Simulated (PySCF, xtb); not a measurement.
SiH2Cl2, SMILES Cl[SiH2]Cl.

GFN2-xTB (xtb 6.7.1) at its own geometry gives an orbital gap of 6.08 eV and a dipole moment of 1.63 D.

The structure is a stationary point at B3LYP-D3(BJ)/def2-TZVP. The isomer is the one that the SMILES or the coordinates give; other isomers of the formula were not compared.

Task: What does PBE0/def2-TZVPD (PySCF) give? (Estimate from the structure and the level; the computed values follow.)

Result: gap 8.81 eV (levels -9.15 and -0.34 eV), dipole 1.24 D.
